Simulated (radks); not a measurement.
Isoelectronic series with 19 electrons, each ion in its NIST ground configuration. Calculated with a radial shooting solver on a logarithmic mesh with Libxc functionals: scalar-relativistic Kohn-Sham, PBE, spin-polarised, spherical densities, finite nucleus; open shells are filled with parallel spins first (spin-orbit coupling, left out, can overturn this in heavy ions); Fermi nuclear charge, rms radius of each element as measured or else 0.836 A^(1/3) + 0.57 fm. Total energies (hartree) and mean radii <r> (bohr):

| ion | configuration | E (hartree) | 3p down | 3p up | 3s down |
|---|---|---|---|---|---|
| K | [Ar] 4s1 | -602.09154 | 1.432 | 1.438 | 1.268 |
| Sc2+ | [Ar] 3d1 | -763.34043 | 1.163 | 1.163 | 1.073 |
| V4+ | [Ar] 3d1 | -945.45692 | 0.9695 | 0.9678 | 0.9228 |
| Mn6+ | [Ar] 3d1 | -1148.27414 | 0.8324 | 0.8306 | 0.8080 |
| Co8+ | [Ar] 3d1 | -1371.86615 | 0.7301 | 0.7284 | 0.7184 |
| Cu10+ | [Ar] 3d1 | -1616.34260 | 0.6506 | 0.6492 | 0.6466 |
| Ga12+ | [Ar] 3d1 | -1881.83533 | 0.5870 | 0.5858 | 0.5877 |
| As14+ | [Ar] 3d1 | -2168.49445 | 0.5348 | 0.5338 | 0.5385 |
| Br16+ | [Ar] 3d1 | -2476.48666 | 0.4912 | 0.4903 | 0.4968 |
| Rb18+ | [Ar] 3d1 | -2805.99451 | 0.4541 | 0.4534 | 0.4610 |
| Nb22+ | [Ar] 3d1 | -3530.36544 | 0.3945 | 0.3940 | 0.4025 |
| Tc24+ | [Ar] 3d1 | -3925.67363 | 0.3702 | 0.3697 | 0.3783 |
| Rh26+ | [Ar] 3d1 | -4343.38930 | 0.3486 | 0.3482 | 0.3567 |
| Ag28+ | [Ar] 3d1 | -4783.78015 | 0.3294 | 0.3290 | 0.3374 |
